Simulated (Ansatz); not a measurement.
Task: Predict a relaxed structure of cyclo-(SnF2)3 (Sn₃F₆), charge 0, singlet, at PBE-D4/def2-SVP (Ansatz).

Result: 
```
atom   x (Å)   y (Å)   z (Å)
 Sn1  -0.777   0.895  -1.626
  F2  -0.822   1.765   0.398
  F3  -1.948  -0.331  -0.219
 Sn4  -1.007   0.028   1.741
  F5   1.166   0.353   1.571
  F6   0.040  -1.743   0.954
 Sn7   1.784  -0.923  -0.115
  F8   0.220  -1.070  -1.661
  F9   1.345   1.027  -1.044
```
Point group D3h (tolerance 0.1 Å). This is one stationary point.

In the def2 sets Sn takes a core potential; there is no spin–orbit coupling.
